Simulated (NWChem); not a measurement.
CH4F2OSi; SMILES O[SiH2]C(F)F

```xyz
9

O      0.4468     2.0812     0.2219
Si    -0.5798     0.8383    -0.1868
C      0.1067    -0.8486     0.4137
F     -0.7685    -1.8370     0.0179
F      1.3184    -1.0770    -0.2133
H      1.3059     2.0984    -0.2230
H     -0.7655     0.6893    -1.6543
H     -1.8612     1.1133     0.5017
H      0.2742    -0.9686     1.4917
```
Atoms are numbered in this order, from 1.

Computed with NWChem. Geometry: optimised at B3LYP/6-31G* (spherical d). Total energies of different functionals are on different scales.

```
level                                  energy (Ha)  highest occupied level (eV)  orbital gap (eV)  dipole (D)
-------------------------------------  -----------  ---------------------------  ----------------  ----------
PBE/def2-TZVP                            -604.6241                        -6.92              5.85        1.16
B3LYP/def2-TZVP                          -605.1205                        -8.32              7.86        1.23
CAM-B3LYP/def2-TZVP                      -605.0167                            …                 …        1.25
TPSSh/def2-TZVP                          -605.1090                        -7.70              7.21        1.24
LDA (Slater exchange, VWN5)/def2-TZVP    -601.7729                        -7.07              5.72        1.18
```

**Question.** What belongs in the gaps?

**Answer.** 
- CAM-B3LYP/def2-TZVP, highest occupied level (eV): -10.01
- CAM-B3LYP/def2-TZVP, orbital gap (eV): 10.76
